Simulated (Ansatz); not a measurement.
Program: Ansatz. Geometries: PBE0-D4/def2-TZVP. ΔE: electronic, gas phase. CCSD(T)/CBS adds triple-zeta CCSD(T) − MP2 to the extrapolated MP2 energy (def2 sets, frozen cores). Functionals use def2-TZVPP. Each species was taken in one conformer, which may not be the lowest.

Reaction (redistribution): `B[SiH2]C(F)Cl` + `FC[SiH2]CF` → `F[SiH2]C(F)Cl` + `BC[SiH2]CF`

```tsv
level	ΔE (kcal/mol)
PBE-D4	-63.6
ωB97X-V	-65.7
B2PLYP	-68.4
PBE0	-65.5
```

Task: What does CCSD(T)/CBS give? (An estimate is asked.)

Result: Ansatz gave: -69.1 kcal/mol. The listed levels differ from it by 5.5, 3.4, 0.7, 3.6 kcal/mol.

Largest T1 diagnostic among the species: 0.012.

From PBE to PBE0 (25 % exact exchange), in def2-TZVPP and without D4, ΔE moves by −2.0 kcal/mol.
